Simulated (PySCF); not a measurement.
FO2Ta, multiplicity 1. Atoms are numbered in the order given.

```xyz
4

Ta    -0.0356    -0.1564     0.0000
O     -0.8429     0.4944     1.3977
O     -0.8429     0.4944    -1.3977
F      1.7873     0.3892     0.0000
```

The structure is a stationary point at B3LYP-D3(BJ)/def2-TZVP. The multiplicity is an assumed one; other spin states were not compared. The def2 effective core potentials stand for the cores of Ta; spin–orbit coupling is left out.

All values below come from r2SCAN/def2-TZVPD run with PySCF.

Mulliken values depend strongly on the basis, most of all with diffuse functions as here. ESP charges are fitted to the potential on shells at 1.4 to 2.0 van der Waals radii. Atomic charges (e):

```json
[
 {"atom": "Ta1", "Mulliken": "1.72", "ESP fit": "(withheld)"},
 {"atom": "O2", "Mulliken": "-0.62", "ESP fit": "(withheld)"},
 {"atom": "O3", "Mulliken": "-0.62", "ESP fit": "(withheld)"},
 {"atom": "F4", "Mulliken": "-0.49", "ESP fit": "(withheld)"}
]
```

Q: What belongs in the gaps? (Estimate from the structure and the level; the computed values follow.)

A: 
- Ta1, ESP fit: 1.87
- O2, ESP fit: -0.69
- O3, ESP fit: -0.69
- F4, ESP fit: -0.48
